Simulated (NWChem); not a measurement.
H₂SeS; SMILES [SeH]S

```xyz
4

Se     0.0356     0.7216     0.0118
H     -1.4281     0.9192    -0.0370
S      0.0097    -1.4850     0.0571
H      0.0636    -1.6931    -1.2798
```
Atoms are numbered in this order, from 1.

Results from NWChem. Pople sets run with spherical d functions. Structure relaxed at the PBE0/def2-SVP level. Ions are spin-unrestricted doublets at the neutral geometry; other ion states weren't tried. Functional: LC-ωPBE (HJS hole) with 6-31G*; rows give the range parameter ω in 1/bohr.

```json
[
 {"range parameter (1/bohr)": "0.05", "vertical ionisation energy, ΔSCF (eV)": "9.48", "−ε(HOMO) (eV)": "6.71", "ΔSCF minus −ε(HOMO) (eV)": "2.77"},
 {"range parameter (1/bohr)": "0.20", "vertical ionisation energy, ΔSCF (eV)": "9.58", "−ε(HOMO) (eV)": "8.58", "ΔSCF minus −ε(HOMO) (eV)": "1.00"},
 {"range parameter (1/bohr)": "0.30", "vertical ionisation energy, ΔSCF (eV)": "10.07", "−ε(HOMO) (eV)": "9.38", "ΔSCF minus −ε(HOMO) (eV)": "0.69"},
 {"range parameter (1/bohr)": "0.40", "vertical ionisation energy, ΔSCF (eV)": "10.13", "−ε(HOMO) (eV)": "9.91", "ΔSCF minus −ε(HOMO) (eV)": "0.22"},
 {"range parameter (1/bohr)": "0.60", "vertical ionisation energy, ΔSCF (eV)": "10.19", "−ε(HOMO) (eV)": "10.49", "ΔSCF minus −ε(HOMO) (eV)": "-0.30"}
]
```
